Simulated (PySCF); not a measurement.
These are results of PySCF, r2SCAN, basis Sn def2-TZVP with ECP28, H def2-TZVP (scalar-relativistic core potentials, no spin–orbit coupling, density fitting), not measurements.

```xyz
5
charge 0 multiplicity 1, angstrom
Sn    0.0000    0.0000    0.0000
H     1.3899   -0.0001    0.9828
H    -1.3899    0.0000    0.9828
H     0.0000    1.3900   -0.9828
H     0.0000   -1.3899   -0.9829
```

SnH4 (singlet), along the line from Sn1 (at 0) through H2 (at 1.702 Å). Core electrons replaced by a potential are absent, the electrostatic potential uses the reduced nuclear charge, and values within about 0.7 Å of such atoms have no physical meaning.

Question: Tabulate the fields along this line at 0.77, 0.85, 0.94, 1.02, 1.11, 1.19, 1.28, 1.36, 1.45, 1.53, 1.62, 1.79, 1.87, 1.96, 2.04, 2.13, 2.21, 2.30, 2.38, 2.47, 2.55, 2.64, 2.72 Å.

Answer: 
| distance (Å) | electron density (e/Å³) | electron localisation function | electrostatic potential (V) |
| --- | --- | --- | --- |
| 0.77 | 1.85 | 0.279 | 38.1 |
| 0.85 | 1.18 | 0.203 | 27.8 |
| 0.94 | 0.893 | 0.222 | 20.8 |
| 1.02 | 0.788 | 0.359 | 16.3 |
| 1.11 | 0.78 | 0.623 | 13.7 |
| 1.19 | 0.833 | 0.862 | 13 |
| 1.28 | 0.934 | 0.963 | 14.7 |
| 1.36 | 1.09 | 0.991 | 19.8 |
| 1.45 | 1.32 | 0.998 | 31.1 |
| 1.53 | 1.63 | 1 | 57.1 |
| 1.62 | 2.07 | 1 | 140 |
| 1.79 | 1.88 | 1 | 140 |
| 1.87 | 1.3 | 1 | 56.8 |
| 1.96 | 0.909 | 1 | 30.2 |
| 2.04 | 0.626 | 1 | 17.8 |
| 2.13 | 0.435 | 1 | 11.1 |
| 2.21 | 0.305 | 1 | 7.12 |
| 2.30 | 0.215 | 1 | 4.65 |
| 2.38 | 0.152 | 1 | 3.06 |
| 2.47 | 0.108 | 1 | 2.02 |
| 2.55 | 0.0775 | 1 | 1.33 |
| 2.64 | 0.0561 | 0.999 | 0.875 |
| 2.72 | 0.0408 | 0.999 | 0.564 |

On a grid of 0.09 Å the density has a local minimum along the bond near 1.11 Å from Sn, at 0.78 e/Å³, where the ELF is 0.62.
